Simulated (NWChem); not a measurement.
## Atomisation of HBBr$_{2}$

```
B
H 1 1.2080
Br 1 1.9042 2 119.14
Br 1 1.9042 2 119.14 3 180.00
```
Charge 0, spin multiplicity 1.

Everything below was run with NWChem. The geometry was optimised at PBE/def2-SVP, a minimum by its harmonic frequencies.

Basis set: def2-TZVP. The atomisation energy is electronic alone: no zero-point, thermal, spin-orbit or counterpoise terms. No value is extrapolated to the basis-set limit. Free atoms are single determinants with multiplicities B 2, H 2, Br 2. Correlated methods freeze the same cores in atoms and molecule, 19 orbitals in all.

Relative cost: rough, from shared machines, SCF included, HF = 1. Costs are the molecule's.

The Hamiltonian is non-relativistic. B3LYP has NWChem's definition, with VWN1-RPA local correlation. The structure started from a generated list of species. No SCF solution was tested for a lower state. Open-shell Hartree-Fock references start from PBE0 orbitals; any time given for them includes that run.

```tsv
method	atomisation energy (kcal/mol)	relative cost
HF	214.1	1
B3LYP	276.7	under 3
BP86	288.1	under 3
PBE	289.5	under 3
PBE0	___	under 3
r2SCAN	288.7	under 3
TPSS	___	under 3
MP2	___	4
```

### Question
Complete the blanks.

### Answer

- PBE0, atomisation energy (kcal/mol): 285.0
- TPSS, atomisation energy (kcal/mol): 284.7
- MP2, atomisation energy (kcal/mol): 285.5
